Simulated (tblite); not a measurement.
Task: Give a GFN2-xTB geometry of InChI=1S/C2H5NOSSi/c1-5-6(4)2-3/h4,6H,1H3/t6-/m1/s1.

Result: 
```
atom  x, y, z in Å
C1     1.8969   -0.3727   -0.1136
S2     0.5357   -1.0096    0.9108
Si3   -1.1662   -0.2246   -0.1374
O4    -2.5016   -0.5269    0.7111
C5    -0.8312    1.6112   -0.3001
N6    -0.5434    2.7150   -0.4015
H7     1.8553   -0.8278   -1.0981
H8     2.8193   -0.6523    0.3846
H9     1.8257    0.7080   -0.1882
H10   -1.3718   -0.7964   -1.4542
H11   -2.5132   -0.6211    1.6607
```

Any rigid rotation of these coordinates is as good. Atoms count from 1 in this order. O4 (silanol oxygen) is bent (angle 123.6°). Of the pairs four or more bonds apart, C5···H9 is among the closest relative to their van der Waals radii: 2.81 Å, 97 % of the sum of Bondi's values. Si3 (oxygen-bound silicon) is distorted tetrahedral (angles from 105.0° to 114.3°).

Bonds between heavy atoms (Å): C1–S2 1.819, S2–Si3 2.147, Si3–O4 1.611, Si3–C5 1.873, C5≡N6 1.145.

Structure optimised with GFN2-xTB, isolated species.

Point group: C1 (no symmetry element, even within 0.4 Å). Its GFN2-xTB frequencies are all real (lowest 55 cm⁻¹). One conformer, not necessarily the lowest (C1–S2–Si3–O4 -173°, S2–Si3–O4–H 28°).

On one thread of an Arm Neoverse V1, shared host with 32 logical CPUs at a one-minute load of 13, this took 0.34 s of wall time. This is the geometry optimisation.

All values are computed, not measured.
